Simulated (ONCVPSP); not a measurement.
B: one change to an ONCV potential, before and after

ONCVPSP 4.0.1 input, shortened (lines: element, Z, core and valence counts, functional; n l f; lmax; l rc ep ncon nbas qcut; lloc lpopt rc5 dvloc0; l nproj debl; icmod fcfact rcfact), PBEsol, non-relativistic:

```
  B 5.00    1    1  -116133      upf
    1    0    2.00
    2    0    1.00
    1
    0    1.00    0.00    4    7    8.30
    1    0.80    0.29    4    9    8.90
    4    4    0.70    4.00
    0    1    2.30
    1    3    0.40
    3    3.00    1.70
```

Change: p: rc 1.16. In the p channel the program set the typed energies aside and used 0.050, 0.450, 0.850 Ha.

Cutoffs: the cutoffs (Ha) at which the residual kinetic energy of the hardest occupied pseudo-wave falls to 1 and 0.1 mHa per electron; they do not see the model core or the augmentation charge, which bear on the density cutoff. Errors are all-electron minus pseudo energies relative to the spin-unpolarised reference configuration.

Problem. Predict the effect on cutoff, ghosts and configuration errors.

Solution. The potential gets neither clearly harder nor softer (30 Ha and 104 Ha → 30 Ha and 104 Ha); the bound ghost in p disappears; of the 4 tests that both files solve, the error grows in 3 and shrinks in 0 by more than 15 % and 0.3 meV (median size 4.1 → 5.6 meV). More of the atom is replaced by a form fitted at one configuration, so other configurations suffer.

```csv
quantity,base,changed
"cutoff, loose",30 Ha,30 Ha
"cutoff, tight",104 Ha,104 Ha
bound ghosts,p,none
GHOST(+) flags under 300 eV,none,p at 75.2 eV
"error for 2s2 2p1, meV [ΔE -33.40 eV]",+4.2,+7.2
"error for 2s2, meV [ΔE -25.25 eV]",-3.9,-3.9
"error for 2s2 2p0.5, meV [ΔE -30.54 eV]",+0.2,+1.8
"error for 2s1 2p1, meV [ΔE -19.14 eV]",+4.9,+8.7
s: phases at 1.01 bohr within 0.05 rad from the reference energy up to (Ha; the scan ends near 5),0.5,0.5
"rms error of d²Exc/dni dnj with the model core, mHa",6.07,6.07
```

 A true bound ghost makes a file unfit for plane-wave use even where its test errors are small: the radial tests pick states by their node count and pass the ghost by.
